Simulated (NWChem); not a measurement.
Species: VSCl₂F; SMILES [F][V](=[S])([Cl])[Cl]

```xyz
5

V      0.0714     0.2344     0.0000
S      1.8395    -0.6393     0.0000
F      0.2926     1.9132     0.0000
Cl    -0.9740    -0.3760     1.7455
Cl    -0.9740    -0.3760    -1.7455
```
Atoms are numbered in this order, from 1.

Level: PBE0/def2-SVP (NWChem), optimised geometry, unscaled harmonic frequencies. 

Question: List the harmonic frequencies with IR intensities, and the thermochemistry.

Answer: 
```json
[
 {"frequency (cm⁻¹)": "134", "IR intensity (km/mol)": "0.4"},
 {"frequency (cm⁻¹)": "168", "IR intensity (km/mol)": "0.9"},
 {"frequency (cm⁻¹)": "178", "IR intensity (km/mol)": "0.3"},
 {"frequency (cm⁻¹)": "191", "IR intensity (km/mol)": "0.3"},
 {"frequency (cm⁻¹)": "235", "IR intensity (km/mol)": "0.2"},
 {"frequency (cm⁻¹)": "436", "IR intensity (km/mol)": "26.3"},
 {"frequency (cm⁻¹)": "508", "IR intensity (km/mol)": "119.1"},
 {"frequency (cm⁻¹)": "664", "IR intensity (km/mol)": "81.5"},
 {"frequency (cm⁻¹)": "816", "IR intensity (km/mol)": "145.5"}
]
```

```
Item                                                                                Value
-----------------------------------------------------------------------  ----------------
zero-point energy                                                            4.8 kcal/mol
thermal correction to the enthalpy at 298.15 K (with zero-point energy)      9.4 kcal/mol
heat capacity Cv                                                         19.4 cal/(mol K)
entropy at 298.15 K and 1 atm (symmetry number 1)                        83.9 cal/(mol K)
dipole moment                                                                      0.54 D
```

Rigid rotor and harmonic oscillator.
